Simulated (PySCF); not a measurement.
MI for M along the fifth-period p block

HF with double-zeta basis sets in PySCF, for the lowest determinant that a PBE0 search found; no spin–orbit coupling. De refers to high-spin ground-configuration atoms. A positive dipole means M(−)I(+).

```
 M       basis  reference  state (unpaired electrons)  Re (Å)  ωe (cm⁻¹)  De (eV)  μ (D)
In    def2-SVP        RHF      singlet (closed shell)   2.830        168     2.60  -4.19
Sn    def2-SVP        UHF               doublet (π ↑)   2.774        189     1.80  -3.29
Sb    def2-SVP        UHF              triplet (π ↑↑)   2.744        201     0.95  -2.50
Te  cc-pVDZ-PP        UHF               doublet (π ↑)   2.707        213     0.60  -1.25
```

The shortest bond is that of TeI (2.707 Å), the longest that of InI (2.830 Å). InI is bound most strongly (2.60 eV) and TeI least (0.60 eV).

The rows differ in basis set, which adds steps of its own.

The state changes along the series, so neighbouring rows are not always alike in their bonding.

These are scalar-relativistic numbers at best; spin–orbit coupling would shift them, the dissociation energy most. Where the molecule has an RHF reference, its open-shell atoms are computed with UHF. Hartree–Fock leaves out correlation, which carries a large part of most bond energies and some tenths to 1 eV of ionisation energies. States were picked by a PBE0 search and need not be the measured ground states.
